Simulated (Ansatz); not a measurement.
Species: C₂H₁₀N₂Si, net charge 0, singlet state. 
Geometry from a B3LYP-D3(BJ)/def2-TZVP (Ansatz, an electronic-structure program) optimisation:
```
Si
N 1 1.7232
H 2 1.0068 1 121.33
H 2 1.0076 3 111.68 1 -153.03
N 1 1.7232 2 105.70 3 155.70
H 5 1.0068 1 121.33 2 155.70
H 5 1.0076 6 111.68 1 -153.03
C 1 1.8761 2 105.35 3 32.35
H 8 1.0921 1 111.16 2 59.74
H 8 1.0924 9 107.87 1 -121.53
H 8 1.0937 9 107.89 10 -115.76
C 1 1.8761 2 116.01 3 -88.00
H 12 1.0921 1 111.16 2 -56.77
H 12 1.0924 13 107.87 1 -121.53
H 12 1.0937 13 107.89 14 -115.76
```

Basis-set convergence of Hartree-Fock and CCSD(T) correlation energies (hartree) with Ansatz. Valence correlation only, unless marked. Spin-orbit coupling is left out. Non-relativistic.

| basis | functions | E(HF) | E(corr, CCSD(T)) |
|---|---|---|---|
| cc-pV(D+d)Z | 129 | -479.49025 | -0.82007 |
| cc-pV(T+d)Z | 299 | -479.57635 | -1.00318 |
| cc-pV(Q+d)Z | 584 | -479.59447 | -1.05941 |

Extrapolating the two largest sets (X = 3 and 4) as X^-3: E(corr) = (64·(-1.05941) - 27·(-1.00318))/37 = -1.1004 Eh, an estimate of the basis-set limit. The largest set recovers 96.3 % of it, the smallest 74.5 %.
